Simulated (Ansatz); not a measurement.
Molecule: CH4BS2 (charge 0, doublet). It need not be the lowest isomer of its formula. 
Coordinates optimised at B3LYP-D3(BJ)/def2-TZVP (Ansatz, a first-principles code):
```xyz
8

C     -1.6203    -0.9104     0.2248
B     -0.2745    -0.1046     0.0302
S     -0.3437     1.6437    -0.2453
S      1.3457    -0.9223     0.0810
H     -1.6943    -1.6874    -0.5409
H     -2.5172    -0.2941     0.1705
H     -1.6089    -1.4102     1.1972
H      0.8835    -2.1654     0.3020
```
Charge 0, spin multiplicity 2.

Basis-set convergence of Hartree-Fock and MP2 correlation energies (hartree) with Ansatz. Cores are frozen in the correlated levels unless marked. UHF or UKS for open shells. No spin-orbit coupling. No relativistic terms.

| basis | functions | E(HF) | E(corr, MP2) |
|---|---|---|---|
| cc-pV(D+d)Z | 94 | -860.00856 | -0.46988 |
| cc-pV(T+d)Z | 194 | -860.05247 | -0.59648 |
| cc-pV(Q+d)Z | 358 | -860.06314 | -0.64217 |

Extrapolating the two largest sets (X = 3 and 4) as X^-3: E(corr) = (64·(-0.64217) - 27·(-0.59648))/37 = -0.6755 Eh, an estimate of the basis-set limit. The largest set recovers 95.1 % of it, the smallest 69.6 %.
